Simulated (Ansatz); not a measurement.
```yaml
crystal:
  periodic: [false, false, false]
  atoms:
    - {symbol: C, position_ang: [-0.754252, -3.076698, -0.394127]}
    - {symbol: C, position_ang: [-0.549640, -1.642324, -0.847036]}
    - {symbol: Sb, position_ang: [0.957207, -0.583510, 0.317962]}
    - {symbol: Si, position_ang: [-0.534772, -0.470494, 2.405481]}
    - {symbol: C, position_ang: [0.369307, 1.413975, -0.367348]}
    - {symbol: C, position_ang: [0.730617, 1.575237, -1.833407]}
    - {symbol: C, position_ang: [1.011294, 2.484296, 0.496367]}
    - {symbol: H, position_ang: [0.176830, -3.648393, -0.432231]}
    - {symbol: H, position_ang: [-1.124734, -3.128144, 0.632936]}
    - {symbol: H, position_ang: [-1.480818, -3.593013, -1.028989]}
    - {symbol: H, position_ang: [-0.204836, -1.607765, -1.883383]}
    - {symbol: H, position_ang: [-1.476579, -1.067027, -0.788817]}
    - {symbol: H, position_ang: [-0.671781, -1.809176, 3.042902]}
    - {symbol: H, position_ang: [0.036861, 0.459168, 3.418664]}
    - {symbol: H, position_ang: [-1.899628, 0.014623, 2.046922]}
    - {symbol: H, position_ang: [-0.718325, 1.452127, -0.253307]}
    - {symbol: H, position_ang: [1.810118, 1.484642, -1.989810]}
    - {symbol: H, position_ang: [0.238346, 0.832225, -2.465556]}
    - {symbol: H, position_ang: [0.431293, 2.565238, -2.197347]}
    - {symbol: H, position_ang: [0.719187, 2.400787, 1.546165]}
    - {symbol: H, position_ang: [0.721564, 3.483603, 0.151287]}
    - {symbol: H, position_ang: [2.103441, 2.430626, 0.451377]}
basis:
  gaussian: {orbitals: def2-SVP, fitting: {mean_field: cc-pVTZ-jkfit}}
hamiltonian: {xc: {name: revPBE0}, pseudopotentials: {relativity: none}}
scf: {lower_state_search: full}
output: {forces: true}
```

```sh
$ ansatz run in.yaml --threads 4 --pin off --events-out ev --progress --plain --max-ram 66560MiB --backend cpu
```

(1) How does Ansatz answer? (An estimate is asked.)

Results:

(1) Ansatz gave: The input was rejected before any iteration.
```
Functional definition: revPBE0
Error: <dir> the basis set cc-pVTZ-JKFIT has no functions for Sb
```
